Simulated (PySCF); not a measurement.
## Excitation energy of Al⁺ by level of theory

Al⁺ [Ne] 3s2 (1S) → Al⁺ [Ne] 3s1 3p1 (3P), as a difference of total energies. All numbers are calculated (PySCF 2.14, the spin-free X2C one-electron Hamiltonian (Gaussian nucleus), in aug-cc-pVDZ-DK). Correlated levels: valence: [Ne] frozen. The calculations carry no spin-orbit coupling.

**Question.** Order these methods by the excitation energy they give, lowest first.
A. SCS-MP2 (valence)
B. CCSD (valence)
C. MP2 (valence)
D. UHF

**Answer.** D (3.597 eV), C (4.227 eV), A (4.401 eV), B (4.541 eV).

Errors of the correlated levels include the incompleteness of this basis and the frozen core.

With two correlated electrons CCSD is exact in that space.

For comparison: 4.651 eV (measured; NIST levels, between the centres of gravity of the two terms).
